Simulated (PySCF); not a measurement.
C$_{4}$H$_{9}$F$_{3}$N$_{2}$Si: full NMR table

```
Formula                               : C4H9F3N2Si
SMILES                                : C/C=N/N([SiH3])CC(F)(F)F
InChI                                 : InChI=1S/C4H9F3N2Si/c1-2-8-9(10)3-4(5,6)7/h2H,3H2,1,10H3/b8-2+
Point group of the computed structure : C1
Degrees of unsaturation               : 1
Carbon signals                        : 4
Proton signals                        : 4
```

Numbering as in the mapped SMILES `[CH3:1]/[CH:2]=[N:3]/[N:4]([SiH3:5])[CH2:6][C:7]([F:8])([F:9])[F:10]`; H(Xn) means a hydrogen on atom n.

- shieldings: GIAO PBE0/pcSseg-1
- GFN2-xTB structure
- run in PySCF 2.14
- in vacuum, non-relativistic Hamiltonian, one conformer, averaged over atoms made equivalent by symmetry, fast rotation or ring inversion

δ = σ(ref) − σ, references computed at the same level: ¹H, ¹³C, ²⁹Si against TMS; ¹⁹F against CFCl3; NH3 for ¹⁵N.

| carbon | δC, type | δH (multiplicity) | HMBC from (2–3 bonds) | span of the C tensor (ppm) |
| --- | --- | --- | --- | --- |
| C1 | 23.3, CH3 | 2.12 (d) | H(C2) | 40 |
| C2 | 136.0, CH | 6.93 (q) | H(C1) | 161 |
| C6 | 63.4, CH2 | 3.89 (m) | H(Si5) | 47 |
| C7 | 134.6, C | – | H(C6) | 8 |

Other nuclei:
| atoms | nucleus | environment | δ (ppm) | σ (ppm) |
| --- | --- | --- | --- | --- |
| H(Si5) | ¹H | hydrogen on a silicon bonded to N | 4.65 | 27.07 |
| F8/F9/F10 | ¹⁹F | fluorine of a CF3 group | -90.3 | 261.3 |
| Si5 | ²⁹Si | silicon bonded to N, 3 H | -62.5 | 411.7 |
| N3 | ¹⁵N | imine nitrogen | 389.0 | -121.3 |
| N4 | ¹⁵N | nitrogen bonded to O or N | 110.2 | 157.5 |

1. Carbon types of the structure: 1 × C, 1 × CH, 1 × CH2, 1 × CH3, leaving 3 H on heteroatoms.
2. δC 136.0: C=N carbon.
3. δC 134.6: CF3 carbon; 3 electronegative neighbours deshield it.
4. δC 63.4: sp3 CH2 bonded to N; pulled downfield by the heteroatom.
5. δC 23.3: methyl carbon; saturated and bonded to C and H only.
6. δH 3.89: hydrogen on an sp3 CH2 bonded to N; its carbon carries N, an electronegative neighbour.

Splittings by ¹⁹F in the carbon and heteronuclear signals aren't shown, as no couplings were computed. Shifts are as computed. Against solution values, carbons near 30 ppm lie about +3 ppm off and those near 130 ppm about +5 ppm. Of 1211 compounds with measured shifts, 218 miss one by over three times the rms of a fit or turn the order of signals round; such compounds aren't used in these exercises. Unscaled 19F shifts against computed CFCl3 carry errors that often reach 10 to 50 ppm. Experimental scales use liquid or dissolved standards, which lie at an offset from isolated NH3 (liquid NH3: subtract about 20 ppm). Unscaled 15N shifts of sp2 nitrogen come out 20 to 40 ppm too high even then. Multiplicities follow the n + 1 count of equivalent neighbours, as no J values were calculated; m marks all less simple cases, F and P coupling included.
